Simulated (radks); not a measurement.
Re+, configuration [Xe] 4f14 5d5 6s1 (the NIST ground configuration). Calculated with a radial shooting solver on a logarithmic mesh with Libxc functionals: scalar-relativistic Kohn-Sham, PBE, spin-polarised, spherical densities, point nucleus; open shells are filled with parallel spins first (spin-orbit coupling, left out, can overturn this in heavy ions).

Radial electron density D(r) = 4 pi r^2 rho(r):

| r (bohr) | D(r) (e/bohr) | spin D(r) |
|---|---|---|
| 0.001654 | 17.25 | 0.000902 |
| 0.001925 | 21.35 | 0.00111 |
| 0.002242 | 26.24 | 0.00135 |
| 0.00261 | 32.00 | 0.00162 |
| 0.003038 | 38.67 | 0.00193 |
| 0.003508 | 45.81 | 0.00224 |
| 0.004084 | 54.14 | 0.00258 |
| 0.004755 | 63.09 | 0.00289 |
| 0.005535 | 72.33 | 0.00316 |
| 0.006444 | 81.39 | 0.00332 |
| 0.007502 | 89.65 | 0.00331 |
| 0.008734 | 96.42 | 0.00306 |
| 0.01009 | 100.8 | 0.00255 |
| 0.01174 | 102.9 | 0.00168 |
| 0.01367 | 102.1 | 0.000500 |
| 0.01591 | 99.07 | -0.000860 |
| 0.01853 | 94.96 | -0.00211 |
| 0.02157 | 91.73 | -0.00272 |
| 0.02511 | 91.63 | -0.00192 |
| 0.029 | 96.02 | 0.00111 |
| 0.03376 | 105.7 | 0.00803 |
| 0.0393 | 118.9 | 0.0204 |
| 0.04575 | 131.4 | 0.0400 |
| 0.05326 | 138.3 | 0.0690 |
| 0.062 | 136.2 | 0.109 |
| 0.07218 | 126.0 | 0.158 |
| 0.08336 | 114.1 | 0.210 |
| 0.09705 | 106.9 | 0.258 |
| 0.113 | 110.1 | 0.276 |
| 0.1315 | 120.4 | 0.242 |
| 0.1531 | 127.2 | 0.149 |
| 0.1782 | 120.2 | 0.0293 |
| 0.2075 | 99.42 | -0.0411 |
| 0.2397 | 77.80 | 0.0100 |
| 0.279 | 66.16 | 0.202 |
| 0.3248 | 69.29 | 0.436 |
| 0.3781 | 77.28 | 0.541 |
| 0.4402 | 77.32 | 0.413 |
| 0.5124 | 65.51 | 0.137 |
| 0.5966 | 48.00 | -0.0383 |
| 0.689 | 33.61 | 0.113 |
| 0.8021 | 24.15 | 0.687 |
| 0.9337 | 19.14 | 1.56 |
| 1.087 | 15.67 | 2.46 |
| 1.265 | 12.15 | 3.10 |
| 1.473 | 8.659 | 3.33 |
| 1.715 | 5.787 | 3.16 |
| 1.981 | 3.852 | 2.72 |
| 2.306 | 2.488 | 2.11 |
| 2.684 | 1.560 | 1.46 |
| 3.125 | 0.9048 | 0.884 |
| 3.638 | 0.4635 | 0.460 |
| 4.235 | 0.2027 | 0.202 |
| 4.93 | 0.07325 | 0.0732 |
| 5.694 | 0.02246 | 0.0225 |
| 6.629 | 0.004877 | 0.00488 |
| 7.717 | 0.0007593 | 0.000759 |

D(r) has 4 maxima, at r = 0.0121, 0.0554, 0.154, 0.410 bohr, and minima at 0.0234, 0.100, 0.288 bohr, inside which lie 1.89, 11.07, 29.84 electrons.
